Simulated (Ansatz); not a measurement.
The P1–P2 bond of H4P2 (SMILES PP) is stretched (multiplicity 1, the rest rigid).
Geometry at rest (charge 0, multiplicity 1):
```tsv
atom	x (Å)	y (Å)	z (Å)
P	-0.9893	-0.5359	0.0073
P	0.9893	0.5359	-0.0073
H	-1.5276	0.2516	-1.0454
H	-1.5450	0.3115	1.0028
H	1.5450	-0.3115	-1.0028
H	1.5276	-0.2516	1.0454
```

Frozen-core correlation.

Programs: Ansatz (Gaussian orbitals). Values without a source in brackets are computed.

FIC-MRCISD+Q on CASSCF(2,2)/cc-pV(D+d)Z, total energies (hartree):

| R (Å) | CASSCF | MRCISD | weight c² of the reference |
|---|---|---|---|
| 2.250 | -683.814675 | -684.073475 | 0.88225 |
| 3.938 | -683.747552 | -683.998313 | 0.88212 |
| 7.201 | -683.742417 | -683.992313 | 0.88235 |

Add the Davidson correction (E_MRCISD − E_CASSCF)(1 − c²)/c² and give the energies above the first point at the three levels.


Corrections (hartree): -0.034541, -0.033510, -0.033321. Above the first point (kcal/mol):
- R = 3.938 Å: CASSCF 42.1, MRCISD 47.2, with the correction 47.8
- R = 7.201 Å: CASSCF 45.3, MRCISD 50.9, with the correction 51.7

Ansatz is an electronic-structure program.
